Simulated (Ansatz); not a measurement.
Compare A (`C=CN([SiH3])C=O`) with its isomer B (`N=CC(O)=C[SiH3]`).

Computed with Ansatz on PBE0-D4/def2-TZVP structures; ΔE is electronic, products minus reactants. CCSD(T)/CBS adds triple-zeta CCSD(T) − MP2 to the extrapolated MP2 energy (def2 sets, frozen cores). DFT in def2-TZVPP. B3LYP here is the variant with VWN-RPA as its local correlation; programs differ in this. One conformer a species, not always the lowest.

Problem. Which is lower in electronic energy at CCSD(T)/CBS, and by how much? (Estimate.)

Solution. The calculation gave: A, by 25.0 kcal/mol.

Problem. Give E(B) − E(A) in kcal/mol with PBE-D4, MP2/def2-TZVPP, B2PLYP, HF/def2-TZVPP, CCSD(T)/def2-TZVPP, B3LYP-D4, B3LYP. (Best estimate.)

Solution. Computed: PBE-D4 24.6, MP2/def2-TZVPP 26.7, B2PLYP 26.5, HF/def2-TZVPP 28.8, CCSD(T)/def2-TZVPP 25.1, B3LYP-D4 26.6, B3LYP 25.7. None reverses the order clearly.

Largest T1 diagnostic: 0.015.

In def2-TZVPP, CCSD(T) changes the Hartree–Fock value by −3.7 kcal/mol (the triples alone add −0.5 kcal/mol) and MP2 by −2.0 kcal/mol. The D4 term adds +0.9 kcal/mol with B3LYP and +0.5 kcal/mol with PBE0; it sums over pairs of atoms, weighted by their polarisabilities, and B3LYP, whose exchange is more repulsive, gets the larger term.
